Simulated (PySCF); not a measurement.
Species: C4H6B2ClP.
SMILES: `B1C=CB(C=C1Cl)P`

Closed-shell single points with PySCF (density fitting; grid level 2 and gas phase unless stated) on one GFN2-xTB geometry.

Question: Rank these settings by the dipole moment, lowest first.
A. revPBE/pcSseg-1, IEF-PCM methanol
B. wB97X-D/pcSseg-1
C. HSE06/pcseg-1, damping 0.2 at the start, DIIS from the seventh cycle, start guess atom

Answer: B (2.10 D), C (2.30 D), A (3.54 D).

Question: Rank these settings by the HOMO energy, lowest first.
A. HSE06/pcseg-1, damping 0.2 at the start, DIIS from the seventh cycle, start guess atom
B. revPBE/pcSseg-1, IEF-PCM methanol
C. wB97X-D/pcSseg-1

Answer: C (-9.12 eV), A (-6.97 eV), B (-6.14 eV).

All figures of these runs:

```json
{"settings": "revPBE/pcSseg-1, IEF-PCM methanol", "basis functions": "180", "SCF cycles": "16", "E (Eh)": "-1006.9978", "HOMO (eV)": "-6.14", "LUMO (eV)": "-4.11", "dipole (D)": "3.54"}
{"settings": "wB97X-D/pcSseg-1", "basis functions": "180", "SCF cycles": "15", "E (Eh)": "-1007.1148", "HOMO (eV)": "-9.12", "LUMO (eV)": "-1.92", "dipole (D)": "2.10"}
{"settings": "HSE06/pcseg-1, damping 0.2 at the start, DIIS from the seventh cycle, start guess atom", "basis functions": "150", "SCF cycles": "23", "E (Eh)": "-1006.6921", "HOMO (eV)": "-6.97", "LUMO (eV)": "-3.98", "dipole (D)": "2.30"}
```

wB97X-D ran without the empirical dispersion term, which would shift the total energy alone. Cycle counts include a coarse-grid stage where the run had one. Geometry: GFN2-xTB, one conformer.

Shape of the structure used: `[PH2:1][B:2]1[CH:3]=[CH:4][BH:5][C:6]([Cl:7])=[CH:8]1`: H–P1–B2–C3 37°, H–P1–B2–C3 136°.
